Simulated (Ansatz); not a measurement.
Geometry optimisation, Ansatz 0.2.0, DFT PBE-D3(BJ), scalar-relativistic, plane waves, PAW.

Input file:

```yaml
crystal:
  lattice:
    - [9.028715, 0.0, 0.0]
    - [0.0, 9.028715, 0.0]
    - [0.0, 0.0, 9.028715]
  atoms:
    - { symbol: C, position: [0.7266335, 0.5006795, 0.0008107] }
    - { symbol: Cl, position: [0.6695866, 0.4009082, 0.1606321] }
    - { symbol: H, position: [0.6796676, 0.611586, 0.00514] }
    - { symbol: H, position: [0.8469857, 0.5068762, -0.0005042] }
    - { symbol: H, position: [0.6872272, 0.4430052, -0.0974013] }
    - { symbol: C, position: [0.3639333, 0.1222765, 0.6104486] }
    - { symbol: Cl, position: [0.2476527, 0.0377596, 0.7449376] }
    - { symbol: H, position: [0.3823632, 0.0444684, 0.5202763] }
    - { symbol: H, position: [0.3097861, 0.2215756, 0.5688248] }
    - { symbol: H, position: [0.4689131, 0.1511279, 0.6621362] }
    - { symbol: C, position: [0.7235722, 0.763005, 0.6603097] }
    - { symbol: Cl, position: [0.8558605, 0.6174579, 0.668521] }
    - { symbol: H, position: [0.6152339, 0.7160386, 0.6361897] }
    - { symbol: H, position: [0.7212017, 0.8197121, 0.7666274] }
    - { symbol: H, position: [0.7554834, 0.8399594, 0.5732208] }
    - { symbol: C, position: [0.9735609, 0.03938, 0.298446] }
    - { symbol: Cl, position: [1.1276201, 0.1208853, 0.3899567] }
    - { symbol: H, position: [0.959313, 0.09238, 0.1911483] }
    - { symbol: H, position: [0.9946128, -0.07838, 0.2838106] }
    - { symbol: H, position: [0.8749917, 0.0555912, 0.3658706] }
    - { symbol: C, position: [0.034339, 0.5176083, 0.2263902] }
    - { symbol: Cl, position: [0.0524879, 0.4687118, 0.4162094] }
    - { symbol: H, position: [0.0183659, 0.6367745, 0.2180801] }
    - { symbol: H, position: [0.1346455, 0.4852629, 0.1679338] }
    - { symbol: H, position: [-0.060805, 0.4599125, 0.180091] }
    - { symbol: C, position: [0.9291704, 0.3063776, 0.7887151] }
    - { symbol: Cl, position: [0.9435213, 0.1652249, 0.9251758] }
    - { symbol: H, position: [0.8311702, 0.3727819, 0.8113254] }
    - { symbol: H, position: [1.0278017, 0.3754746, 0.7934319] }
    - { symbol: H, position: [0.9199911, 0.2549538, 0.6801052] }
    - { symbol: C, position: [0.3564074, 0.5744328, 0.5621648] }
    - { symbol: Cl, position: [0.2955963, 0.6943653, 0.7059345] }
    - { symbol: H, position: [0.3257392, 0.4612722, 0.5900743] }
    - { symbol: H, position: [0.303554, 0.6072249, 0.458937] }
    - { symbol: H, position: [0.4761511, 0.5833634, 0.5518465] }
    - { symbol: C, position: [0.5052886, 0.9924439, 0.1943366] }
    - { symbol: Cl, position: [0.6336765, 0.9255453, 0.3277258] }
    - { symbol: H, position: [0.4403191, 1.0811522, 0.2436782] }
    - { symbol: H, position: [0.5661138, 1.0340085, 0.098956] }
    - { symbol: H, position: [0.4329585, 0.9020192, 0.1609223] }
basis:
  ecutwfc: 420.0
kpoints:
  mp_grid: { grid: [1, 1, 1] }
hamiltonian:
  xc: pbe
  dispersion: d3bj
scf:
  occupations: { method: fermi_dirac, width: 0.05 }
  lower_state_search: "off"
relax:
  f_tol: 0.3
  max_steps: 15
  adjacent_minimum: "off"
```

Launched with:

```bash
$ ansatz run input.yaml --threads 1 --pin off --max-ram 3072MiB --backend cpu --events-out ev --progress --plain --runs-dir out
```

Problem. Where does it end, and by what steps?

Solution. The forces met the threshold. The threshold is loose, so the end isn't yet a minimum. The force dipped under the threshold on the way, but the program's further checks kept it going. Limits of this set-up: coarse k mesh. After 5 steps the energy has fallen by 1.298 eV; Cl7 moved furthest, 0.85 Å.

| step | energy less start (eV) | largest force component (eV/Å) | accepted |
| --- | --- | --- | --- |
| 0 | 0.0000 | 0.401 | yes |
| 1 | -0.4472 | 0.204 | yes |
| 2 | -0.7535 | 0.389 | yes |
| 3 | -1.0045 | 0.432 | yes |
| 4 | -1.1872 | 0.308 | yes |
| 5 | -1.2984 | 0.097 | yes |

```xyz
40
Lattice="9.0287 0.0000 0.0000 0.0000 9.0287 0.0000 0.0000 0.0000 9.0287" Properties=species:S:1:pos:R:3
C 5.985 4.610 0.099
Cl 5.594 3.682 1.582
H 5.629 5.635 0.230
H 7.066 4.604 -0.044
H 5.492 4.134 -0.753
C 3.685 1.062 5.795
Cl 2.617 0.916 7.228
H 3.719 0.094 5.283
H 3.265 1.828 5.135
H 4.681 1.361 6.140
C 6.597 7.454 6.292
Cl 7.879 6.217 6.499
H 5.628 6.954 6.215
H 6.620 8.119 7.160
H 6.812 8.017 5.378
C 8.666 0.172 2.712
Cl 10.322 0.546 3.286
H 8.512 0.680 1.757
H 8.581 -0.912 2.595
H 7.949 0.533 3.453
C 0.422 4.488 1.935
Cl 0.156 4.321 3.699
H 0.201 5.526 1.660
H 1.463 4.234 1.704
H -0.260 3.803 1.423
C 8.424 2.524 6.823
Cl 7.975 1.372 8.128
H 7.604 3.238 6.702
H 9.345 3.034 7.121
H 8.596 1.954 5.905
C 3.463 5.142 5.029
Cl 2.983 6.371 6.243
H 3.062 4.175 5.344
H 3.032 5.430 4.068
H 4.555 5.107 4.966
C 4.474 8.973 1.429
Cl 5.270 7.995 2.713
H 3.954 9.807 1.905
H 5.246 9.340 0.747
H 3.758 8.331 0.909
```

Whether the end is a true minimum wasn't checked by a vibrational analysis.

Run time: 29 s on 1 thread of Arm Neoverse V2, on a shared host, peak memory 0.59 GiB.
